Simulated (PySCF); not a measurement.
## Excitation energy of Ba by level of theory

Ba [Xe] 6s2 (1S) → Ba [Xe] 5d1 6s1 (3D), as a difference of total energies. Calculation: PySCF 2.14, in def2-QZVPPD with the def2 core potential (46 electrons) (7s5p3d2f1g, 60 functions); scalar relativity through the core potential. Correlated levels: valence and next inner shell: nothing frozen outside the core potential. The calculations carry no spin-orbit coupling.

Problem. Order these methods by the excitation energy they give, lowest first.
A. MP2 (valence and next inner shell)
B. CCSD(T) (valence and next inner shell)
C. UHF
D. CCSD (valence and next inner shell)

Solution. C (0.803 eV), D (1.179 eV), B (1.228 eV), A (1.253 eV).

Errors of the correlated levels include the incompleteness of this basis.

For comparison: 1.160 eV (measured; NIST levels, between the centres of gravity of the two terms).
